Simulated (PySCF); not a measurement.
**Spinor energies of N⁴⁺ (nitrogen, charge +4)**

Start: [He] 2s1; 2s1/2 filled at m_j = +1/2. Calculated with PySCF 2.14 in x2c-TZVPall-2c: generalised Hartree-Fock with the X2C-1e Hamiltonian and a Gaussian nucleus; one run each with spin-orbit coupling (SO) switched off, then screened by Boettger's factors.

```csv
spinor shell,electrons,"ε, spin-free (eV)","ε, screened SO (eV)",weight of nominal j (screened SO),"rms radius, screened SO (bohr)"
1s1/2,2,-521.58,-521.58,1.000,0.263
2s1/2,1,-97.751,-97.751,1.000,1.14
```

| quantity | spin-free | screened SO |
| --- | --- | --- |
| E (hartree) | -48.35351 | -48.35351 |
| M_J | 1/2 | 1/2 |
| ⟨J²⟩ | 0.750 | 0.750 |
| ⟨L²⟩ | 0.000 | 0.000 |
| ⟨S²⟩ | 0.750 | 0.750 |

Each row is a mean over spinors that exchange with the open shell spreads, by up to 2.914 eV (1s1/2).

Without spin-orbit coupling the j labels of p, d and f shells carry no meaning; the spin-free column gives the mean over the occupied spinors of each nl shell.
